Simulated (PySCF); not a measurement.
C4H7ClSi, SMILES C(Cl)=C=C(C)[SiH3].

Geometry: B3LYP-D3(BJ)/def2-SVP. The structure was generated by enumeration, and PubChem lists no compound with its InChIKey, so it may never have been made.

These are PySCF with PBE/def2-TZVP values and carry that method's errors.

```json
{
  "total_energy": "-905.79390 hartree",
  "highest_occupied_level": "-5.95 eV",
  "lowest_empty_level": "-1.92 eV",
  "orbital_gap": "4.03 eV",
  "dipole_moment": "1.90 D",
  "quadrupole, principal values (traceless, Buckingham form, about the centre of nuclear charge)": "-4.58, 0.85, 3.73 D·Å",
  "mean_static_polarisability": "96.8 bohr³ (14.35 Å³)",
  "polarisability_principal_values": "70.9, 78.7, 140.8 bohr³"
}
```
